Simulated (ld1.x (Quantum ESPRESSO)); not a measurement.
**titanium, TM semilocal: configuration errors across variants**

ld1.x (Quantum ESPRESSO) 7.5 input, shortened:

```
&input
   title='Ti', zed=22., rel=1, dft='PBE', iswitch=3,
   config='[Ar] 3d2.5 4s1.5 4p0'
 /
 &inputp
   pseudotype=1, tm=.true., lloc=0,
   nlcc=.false.
 /
3
3P  2  1   6.00   0.00  1.30  1.30  0.0
3D  3  2   2.50   0.00  2.25  2.25  0.0
3S  1  0   2.00   0.00  1.70  1.70  0.0
 &test
   configts(1)='3s2 3p6 3d2.5 4s1.5 4p0'
 /
```

Occupied shells without a wave of their own: 4s. They enter only through the test configuration that unscreens the potential.

All-electron excitation energies from the reference (eV): (1) 3s2 3p6 3d2 4s2 4p0 -0.353; (2) 3s2 3p6 3d2 4s1 4p0 6.994; (3) 3s2 3p6 3d2 4s0 4p0 20.566; (4) 3s2 3p6 3d3 4s0 4p0 7.042; (5) 3s2 3p5 3d2 4s2 4p0 45.204; (6) 3s1 3p6 3d2 4s2 4p0 69.302; (7) 3s2 3p6 3d2 4s1 4p1 2.723.

In the semilocal form every listed channel keeps its own potential, so the choice of the local channel does not act on these tests. It acts once the file is put into the separable form.

A semilocal file is local in each channel, so a ghost entry of none says nothing of the separable form that plane-wave codes build from it.

For the base: The 4s level has no wave, so the channel is fitted at the deeper level alone: the likely source of the large errors.

On the changes marked as counting shells twice: ld1.x takes every shell without a wave as core, so the model core holds the marked electrons as well and exchange and correlation see them twice. This cancels in the reference configuration, but the file is broken for other ones, and its errors say nothing about a proper core correction.

The overlap operator is not positive definite (basis up to 400 Ry) in “type ultrasoft, which also changes the form from semilocal to separable; waves now 3s (bound): rcut 1.50, rcutus 1.70 bohr; 4s (bound): rcut 1.50, rcutus 1.70 bohr; 3p (bound): rc 1.30 bohr; 4p (bound): rc 1.30 bohr; 3d (bound): rcut 1.95, rcutus 2.25 bohr; 3d channel at 0.45 Ry: rcut 1.95, rcutus 2.25 bohr; local potential all-electron potential smoothed inside 1.80 bohr (lloc = -1); augmentation PSQ, radius 1.35 bohr”. Such files are unfit for use, however small their errors in these radial tests.

Tests that are not counted but printed errors over 1 eV. “type ultrasoft, which also changes the form from semilocal to separable; waves now 3s (bound): rcut 1.50, rcutus 1.70 bohr; 4s (bound): rcut 1.50, rcutus 1.70 bohr; 3p (bound): rc 1.30 bohr; 4p (bound): rc 1.30 bohr; 3d (bound): rcut 1.95, rcutus 2.25 bohr; 3d channel at 0.45 Ry: rcut 1.95, rcutus 2.25 bohr; local potential all-electron potential smoothed inside 1.80 bohr (lloc = -1); augmentation PSQ, radius 1.35 bohr”: 3s2 3p6 3d3 4s0 4p0 (solver errors, printed error -954 eV).

3 further variants failed, have other tests or too few solved ones, and are left out.

The file “base” misses its own reference levels by 0.7 eV. The file “wave 3p (bound): rc 1.30 bohr becomes 3p (bound): rc 1.02 bohr” misses its own reference levels by 0.7 eV. The file “core correction a·sin(br)/r model core inside 1.02 bohr (4s counted twice)” misses its own reference levels by 0.7 eV.

Errors AE − PS in meV (a dash: test not solved or not reliable):

```csv
change,(1),(2),(3),(4),(5),(6),(7),bound ghosts
base,+391,-507,-2029,-1180,+758,+623,-389,none
wave 3p (bound): rc 1.30 bohr becomes 3p (bound): rc 1.02 bohr,+391,-507,-2029,-1180,+759,+617,-395,none
"type ultrasoft, which also changes the form from semilocal to separable; waves now 3s (bound): rcut 1.50, rcutus 1.70 bohr; 4s (bound): rcut 1.50, rcutus 1.70 bohr; 3p (bound): rc 1.30 bohr; 4p (bound): rc 1.30 bohr; 3d (bound): rcut 1.95, rcutus 2.25 bohr; 3d channel at 0.45 Ry: rcut 1.95, rcutus 2.25 bohr; local potential all-electron potential smoothed inside 1.80 bohr (lloc = -1); augmentation PSQ, radius 1.35 bohr",-18,-13,-16,–,-428,-628,-274,not determined (overlap not positive)
core correction a·sin(br)/r model core inside 1.02 bohr (4s counted twice),+387,-601,-2482,-1399,+725,+588,-410,none
```

Q: Give the same row for: local potential the d channel.

A: +391, -508, -2030, -1181, +758, +623, -389; bound ghosts: none.
